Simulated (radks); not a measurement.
The numbers below are computed, except where a source is named.
Species: Sn II. Configuration: [Kr] 4d8 5p5 (not the ground configuration). Level of theory: Dirac Kohn-Sham, PBE, spin-unpolarised, spherical densities, finite nucleus; open shells fill j = l - 1/2 first; Fermi nuclear charge, rms radius 4.6519 fm (a radial shooting solver on a logarithmic mesh with Libxc functionals). Some entries of the table are withheld. Estimate them.

| orbital | occ. | eigenvalue (eV) | <1/r> (bohr^-1) | r(max) (bohr) |
|---|---|---|---|---|
| 1s1/2 | 2 | -29020.24 | 53.08 | 0.01877 |
| 2s1/2 | 2 | (1) | 12.31 | 0.1062 |
| 2p1/2 | 2 | -4115.016 | 12.29 | 0.08180 |
| 2p3/2 | 4 | -3884.406 | 11.45 | 0.08632 |
| 3s1/2 | 2 | -871.6166 | 4.353 | 0.3077 |
| 3p1/2 | 2 | -754.4843 | 4.261 | 0.2940 |
| 3p3/2 | 4 | -712.3403 | 4.054 | 0.3043 |
| 3d3/2 | 4 | -505.4394 | 3.900 | 0.2493 |
| 3d5/2 | 6 | -496.7358 | 3.847 | 0.2522 |
| 4s1/2 | 2 | -158.7876 | 1.723 | 0.7433 |
| 4p1/2 | 2 | -119.4106 | 1.613 | 0.7678 |
| 4p3/2 | 4 | -111.5791 | 1.548 | 0.7916 |
| 4d3/2 | 4 | -49.0283 | 1.292 | 0.8640 |
| 4d5/2 | 4 | -47.8637 | 1.275 | 0.8725 |
| 5p1/2 | 2 | (2) | (3) | 2.122 |
| 5p3/2 | 3 | (4) | (5) | 2.196 |

Answer. 
(1) 2s1/2 eigenvalue (eV): -4403.458
(2) 5p1/2 eigenvalue (eV): -14.9838
(3) 5p1/2 <1/r> (bohr^-1): 0.5252
(4) 5p3/2 eigenvalue (eV): -14.1284
(5) 5p3/2 <1/r> (bohr^-1): 0.5053
